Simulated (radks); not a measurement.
Excited configurations of Tb XLVI: one electron is placed in a higher orbital outside [Ar] 3d1. The ground configuration is [Ar] 3d2. All-electron calculation, scalar-relativistic Kohn-Sham, PBEsol, spin-polarised, spherical densities, point nucleus; open shells are filled with parallel spins first (spin-orbit coupling, left out, can overturn this in heavy ions). Program: a radial shooting solver on a logarithmic mesh with Libxc functionals. Excitation = E - E(ground); binding = E(ion) - E, where the ion is the core of charge +46; n* = 46/sqrt(2 binding) in atomic units. These energies are relativistic, and a one-electron ion of charge +46 with no core already has n* below n in this formula (scalar-relativistic equation, point nucleus: 4d 3.988, 4f 3.994, 5s 4.951, 5p 4.971, 5d 4.986, 6s 5.949, 6d 5.984, 7s 6.948, 7f 6.990). The quantum defect is therefore taken as that value minus n*, so that it holds no relativistic shift of the bare ion.

4d: excitation (eV) 1704.1; binding (eV) 1971.7; n* 3.821; quantum defect 0.167; <r> (bohr) 0.4130
4f: excitation (eV) 1804.8; binding (eV) 1871.0; n* 3.923; quantum defect 0.072; <r> (bohr) 0.3680
5s: excitation (eV) 2318.2; binding (eV) 1357.6; n* 4.605; quantum defect 0.345; <r> (bohr) 0.6942
5p: excitation (eV) 2374.9; binding (eV) 1300.9; n* 4.704; quantum defect 0.266; <r> (bohr) 0.7034
5d: excitation (eV) 2436.3; binding (eV) 1239.5; n* 4.819; quantum defect 0.166; <r> (bohr) 0.6951
6s: excitation (eV) 2758.5; binding (eV) 917.27; n* 5.602; quantum defect 0.347; <r> (bohr) 1.026
6d: excitation (eV) 2824.8; binding (eV) 850.96; n* 5.817; quantum defect 0.168; <r> (bohr) 1.041
7s: excitation (eV) 3014.6; binding (eV) 661.20; n* 6.599; quantum defect 0.349; <r> (bohr) 1.423
7f: excitation (eV) 3070.9; binding (eV) 604.93; n* 6.899; quantum defect 0.091; <r> (bohr) 1.424

The Delta-SCF ionisation energy is 3675.8 eV (NIST Atomic Spectra Database: 3698 eV, theoretical). Self-interaction in the functional shifts the binding energies and quantum defects, so they are the method's values and not measured ones. Open shells are spherical and high-spin; term and fine-structure splittings are not resolved. Spin-orbit splitting is averaged out at the scalar-relativistic level.
